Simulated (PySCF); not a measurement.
Zn(H)(OH) (H₂OZn), SMILES [OH][ZnH].

Coordinates come from a PBE0-D3(BJ)/def2-TZVP optimisation.

Method: PBE0-D3(BJ)/def2-TZVP (PySCF).

Frequencies are harmonic and unscaled.

**Question.** Estimate the vibrational spectrum. (The exact figures need the calculation; the answer reports its results.)

**Answer.** 
| mode | ν (cm⁻¹) | IR (km/mol) | Raman (Å⁴/amu) | depolarisation | moving atoms (share of kinetic energy) |
|---|---|---|---|---|---|
| 1 | 471 | 73.3 | 2.3 | 0.70 | H 94 % |
| 2 | 488 | 63.6 | 1.5 | 0.75 | H 93 % |
| 3 | 666 | 112.2 | 8.4 | 0.13 | O 75 %, Zn 16 %, H 9 % |
| 4 | 723 | 47.6 | 2.7 | 0.71 | H 83 %, O 11 % |
| 5 | 1984 | 78.0 | 138.5 | 0.16 | H 98 % |
| 6 | 3924 | 50.1 | 109.5 | 0.20 | H 94 % |
